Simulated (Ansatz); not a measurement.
KH$_{2}$O (charge +1), closed shell: a pair in one relaxed arrangement.

Input (in.yaml):

```yaml
crystal:
  periodic: [false, false, false]
  atoms:
    - {symbol: K, position_ang: [0.012534, -0.065994, -2.262983]}
    - {symbol: O, position_ang: [-0.002073, 0.010952, 0.361899]}
    - {symbol: H, position_ang: [-0.762433, -0.054692, 0.948740]}
    - {symbol: H, position_ang: [0.751873, 0.109835, 0.952344]}
basis:
  gaussian: {orbitals: "def2-TZVPPD.json"}
total_charge: 1
hamiltonian: {xc: hse06, dispersion: d4}
```

The basis file named in the input lies beside it (Basis Set Exchange, JSON).

Run by:

```bash
ansatz run in.yaml --threads 2 --pin off --events-out ev --progress --plain --max-ram 5222MiB
```

Output of Ansatz 0.2.0:

```
Functional definition: HSE06
  name "HSE06"
  cite "Heyd, Scuseria & Ernzerhof, J. Chem. Phys. 118, 8207 (2003) doi:10.1063/1.1564060"
  cite "Krukau, Vydrov, Izmaylov & Scuseria, J. Chem. Phys. 125, 224106 (2006) doi:10.1063/1.2404663"
  cite "Heyd & Scuseria, J. Chem. Phys. 120, 7274 (2004) doi:10.1063/1.1668634"
  cite "Ernzerhof & Perdew, J. Chem. Phys. 109, 3313 (1998) doi:10.1063/1.476928"
  cite "Perdew, Burke & Ernzerhof, Phys. Rev. Lett. 77, 3865 (1996) doi:10.1103/PhysRevLett.77.3865"
  parent pbe
  parameter a = 0.25
  parameter omega = 0.11/bohr
  # The whole range is PBE's own exchange, as in plane waves. The composition of these papers is wPBEh.
  exchange = pbe_x - a*pbe_x_sr(omega) + a*exact_x_sr(omega)
  correlation = pbe_c
677 factors; their error is unknown
79 factors; integrals over basis functions are off by at most 1.4e-5 eV
mean field evaluation 1: about -18375.4856 eV, gradient 1.1e2 eV
mean field evaluation 2: about -18287.9526 eV, gradient 1.7e2 eV
mean field evaluation 4: about -18394.0994 eV, gradient 7.1e0 eV
mean field evaluation 8: about -18394.1908 eV, gradient 2.0e-1 eV
mean field evaluation 16: about -18394.2832 eV, gradient 5.9e-5 eV
mean field -18394.28321606 eV, -675.9774400972 hartree, gradient 5.9e-5 eV, S^2 0.000000; 0 other end points of the search recorded, 0 dependent functions left out
reference -18394.28325995 eV, -675.9774417103 hartree; 14, 14 occupied and 96, 96 virtual orbitals, 677 factors
Total energy: -18394.30159799 eV, -675.9781156208 hartree
```

The lines “mean field evaluation” count trial sets of orbitals through the whole run, from several starts and some on an approximate energy, so they need not fall steadily or lie above the final value.

The run took about 0.45 s on 2 CPU threads of an AMD EPYC 9R45 (shared host).
